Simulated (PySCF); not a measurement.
# Electron correlation in N⁺ (nitrogen, charge +1)

[He] 2s2 2p2, high-spin 3P determinant. All numbers are calculated (PySCF 2.14, scalar relativity by spin-free X2C-1e, in ANO-RCC-VTZP (4s3p2d1f, 30 functions)). Frozen: nothing; 6 electrons correlated.

```tsv
level	correlation energy (mhartree)
CCSD	-99.33
(T)	-1.73
CCSD(T)	-101.06
CCSDT	-101.42
```

Diagnostics: T1 = 0.0053, D1 = 0.0128, largest double amplitude 0.118.

Cost of the coupled-cluster step: about 0.19 core-seconds, for 6 correlated electrons.
